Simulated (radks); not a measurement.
Spherical quantum dot in the effective-mass picture: electrons in a well V = -V0 / (1 + exp((r - R)/a)) with V0 = 38.1, R = 1.67, a = 0.1, with a point charge +1 (a donor) at the centre, all in effective atomic units (hartree* = m*/eps^2 hartree, bohr* = eps/m* bohr), one dielectric constant everywhere. Calculated with a radial shooting solver with Libxc functionals: non-relativistic Kohn-Sham, r2SCAN, spin-polarised, spherical densities, generalised Kohn-Sham scheme. Levels are named by radial order and angular momentum (1s, 1p, 1d, 2s, ...), and open shells are averaged over m.

N = 2, configuration 1s2. This is the lowest configuration that the search found. Occupied and some empty levels:

level,occupation,eigenvalue (hartree*),<r> (bohr*)
1s,2,-36.274,0.7567
1p,0,-33.983,0.9632
1d,0,-31.438,1.073
2s,0,-31.098,0.8513

Energy (hartree*): total -74.5129, kinetic 3.5275, external -79.185, Hartree 2.3683, exchange-correlation -1.2239.

Electron density:

r (bohr*),n(r) (e/bohr*^3)
0.0738,1.589
0.197,1.233
0.320,0.9494
0.444,0.7222
0.567,0.5392
0.690,0.3919
0.813,0.2740
0.936,0.1818
1.06,0.1118
1.18,0.06206
1.31,0.02957
1.43,0.01125
1.55,0.003075
